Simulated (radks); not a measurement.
Removal energies from the ruthenium ion Ru+, [Kr] 4d7, by Delta-SCF beside the eigenvalue of the level emptied. Calculated with a radial shooting solver on a logarithmic mesh with Libxc functionals: scalar-relativistic Kohn-Sham, LDA (Slater exchange, Perdew-Wang correlation), spin-polarised, spherical densities, finite nucleus; Fermi nuclear charge, rms radius of each element as measured or else 0.836 A^(1/3) + 0.57 fm. Open shells are filled with parallel spins first.

removed from    final configuration  Delta-SCF (eV)  -eigenvalue (eV)
4d                         [Kr] 4d6          17.134            11.773
4p            [Ar] 3d10 4s2 4p5 4d7          59.390            52.933
4s            [Ar] 3d10 4s1 4p6 4d7          89.629            82.852
3d             [Ar] 3d9 4s2 4p6 4d7          296.78            280.48
